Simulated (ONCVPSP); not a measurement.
Before and after: ONCV potential for In (Z = 49)

indium, optimised norm-conserving Vanderbilt (ONCV), made with ONCVPSP 4.0.1 (LDA (Perdew-Zunger), fully relativistic). Core [Ar] 3d10, reference 4s2 4p6 4d10 5s1.5 5p1.5. Waves: 4s+5s: rc 1.60 bohr, ncon 4, nbas 8, qcut 6.7 1/bohr, 2 projectors; 4p+5p: rc 1.85 bohr, ncon 3, nbas 8, qcut 6.7 1/bohr, 2 projectors; 4d: rc 1.65 bohr, ncon 4, nbas 8, qcut 7.4 1/bohr, 2 projectors, debl 2.8 Ha. Local part: polynomial inside 1.20 bohr (lpopt 5, dvloc0 0 Ha). Core correction: polynomial model core, fcfact 0.35.

Open shells are filled in proportion to 2j + 1.

Change: d: qcut 4.4.

Cutoffs: the cutoffs (Ha) at which the residual kinetic energy of the hardest occupied pseudo-wave falls to 1 and 0.1 mHa per electron; they do not see the model core or the augmentation charge, which bear on the density cutoff. Errors are all-electron minus pseudo energies relative to the spin-unpolarised reference configuration.

Task: What does the change do?

Result: The potential gets harder (27 Ha and 75 Ha → 92 Ha and 123 Ha); the errors of the 4 common tests hardly move; the range in which the d5/2 phases agree narrows (upper end at the end of the scan → 2.4); the range in which the d3/2 phases agree narrows (upper end at the end of the scan → 2.5); neither file shows a bound ghost.

| quantity | base | changed |
| --- | --- | --- |
| cutoff, loose | 27 Ha | 92 Ha |
| cutoff, tight | 75 Ha | 123 Ha |
| loose cutoff by channel | s 16 Ha, p 18 Ha, d 27 Ha | s 16 Ha, p 18 Ha, d 92 Ha |
| bound ghosts | none | none |
| GHOST(+) flags under 300 eV | none | d3/2 at 97.9 eV |
| error for 4s2 4p6 4d10 5s2 5p1, meV [ΔE -2.92 eV] | -0.4 | -0.5 |
| error for 4s2 4p6 4d10 5s2 5p0, meV [ΔE 2.68 eV] | -0.5 | -0.6 |
| error for 4s2 4p6 4d10 5s1 5p0, meV [ΔE 22.34 eV] | -0.5 | -0.4 |
| error for 4s2 4p6 4d10 5s1 5p2, meV [ΔE 3.00 eV] | -0.4 | -0.4 |
| s: phases at 1.62 bohr within 0.05 rad from the reference energy up to (Ha; the scan ends near 5) | to the end of the scan | to the end of the scan |
| p3/2: phases at 1.88 bohr within 0.05 rad from the reference energy up to (Ha; the scan ends near 5) | to the end of the scan | to the end of the scan |
| p1/2: phases at 1.88 bohr within 0.05 rad from the reference energy up to (Ha; the scan ends near 5) | to the end of the scan | to the end of the scan |
| d5/2: phases at 1.67 bohr within 0.05 rad from the reference energy up to (Ha; the scan ends near 5) | to the end of the scan | 2.4 |
| d3/2: phases at 1.67 bohr within 0.05 rad from the reference energy up to (Ha; the scan ends near 5) | to the end of the scan | 2.5 |
| rms error of d²Exc/dni dnj with the model core, mHa | 2.75 | 2.88 |
